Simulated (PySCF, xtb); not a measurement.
MoCl3H3, SMILES [Cl][MoH3]([Cl])[Cl], multiplicity 1.

GFN2-xTB run with xtb 6.7.1 at its own geometry gives an orbital gap of 2.13 eV and a dipole moment of 4.48 D.

The structure is a stationary point at PBE-D3(BJ)/def2-SVP. The spin state was assumed, not searched. The structure was generated by enumeration; whether it is a known compound was not checked. The def2 effective core potentials stand for the cores of Mo; spin–orbit coupling is left out.

Q: What does ωB97X/def2-TZVP (PySCF) give? (The exact figures need the calculation; the answer reports its results.)

A: gap 8.98 eV (levels -10.81 and -1.83 eV), dipole 0.17 D.
